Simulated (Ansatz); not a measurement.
Total energies of H3IOSi, SMILES `O[SiH2]I`.

```
atom   x (Å)   y (Å)   z (Å)
  O1   0.303  -0.146   1.310
 Si2  -0.193   0.306  -0.181
  I3   1.147  -0.759  -1.929
  H4   0.335  -1.082   1.514
  H5  -1.595  -0.086  -0.454
  H6   0.004   1.766  -0.259
```

Charge 0, multiplicity 1. Correlated methods include outer-core shells of I, which these sets cover unevenly. I: def2 effective core potential. All single points use the PBE0-D4/def2-TZVP geometry. It is one conformer, not always the lowest. Basis def2-TZVPP, Ansatz.

RPA on PBE orbitals: Hartree–Fock energy of these orbitals -662.30192 Eh, correlation -1.21629 Eh (frozen core).

```json
{"functional": "PBE", "energy without D4 (Eh)": "-664.10993", "D4 term (kJ/mol)": "-12.3"}
{"functional": "revPBE", "energy without D4 (Eh)": "-664.30944", "D4 term (kJ/mol)": "-32.2"}
{"functional": "BLYP", "energy without D4 (Eh)": "-664.28237", "D4 term (kJ/mol)": "-26.6"}
{"functional": "r2SCAN", "energy without D4 (Eh)": "-664.41089", "D4 term (kJ/mol)": "-2.7"}
{"functional": "PBE0", "energy without D4 (Eh)": "-664.16712", "D4 term (kJ/mol)": "-10.4"}
{"functional": "B3LYP", "energy without D4 (Eh)": "-664.47665", "D4 term (kJ/mol)": "-20.2"}
{"functional": "r2SCANh", "energy without D4 (Eh)": "-664.39489", "D4 term (kJ/mol)": "-2.9"}
{"functional": "HSE06 (plane-wave form)", "energy without D4 (Eh)": "-664.15550", "D4 term (kJ/mol)": "-9.8"}
{"functional": "BHLYP", "energy without D4 (Eh)": "-664.27458", "D4 term (kJ/mol)": "-17.9"}
{"functional": "CAM-B3LYP", "energy without D4 (Eh)": "-664.34410", "D4 term (kJ/mol)": "-10.8"}
{"functional": "ωB97X-V", "energy without D4 (Eh)": "-664.27377", "D4 term (kJ/mol)": "–"}
{"functional": "ωB97M-V", "energy without D4 (Eh)": "-664.29257", "D4 term (kJ/mol)": "–"}
{"functional": "B2PLYP", "energy without D4 (Eh)": "-664.02212", "D4 term (kJ/mol)": "–"}
{"functional": "PBE-QIDH", "energy without D4 (Eh)": "-663.92291", "D4 term (kJ/mol)": "–"}
```

Q: Give the same for LDA (SPW92), B97M-V, r2SCAN0, LC-ωPBE. (An estimate is asked.)

A: Computed: 
```tsv
functional	energy without D4 (Eh)	D4 term (kJ/mol)
LDA (SPW92)	-662.22271	–
B97M-V	-664.24280	–
r2SCAN0	-664.37165	-3.3
LC-ωPBE	-664.26090	–
```

B3LYP takes the VWN-RPA correlation (the form of Gaussian; ORCA's B3LYP/G). HSE06 is the plane-wave form, built on full-range PBE exchange. The double hybrids freeze the cores in their second-order part.

LC-ωPBE has ω = 0.4 bohr⁻¹.
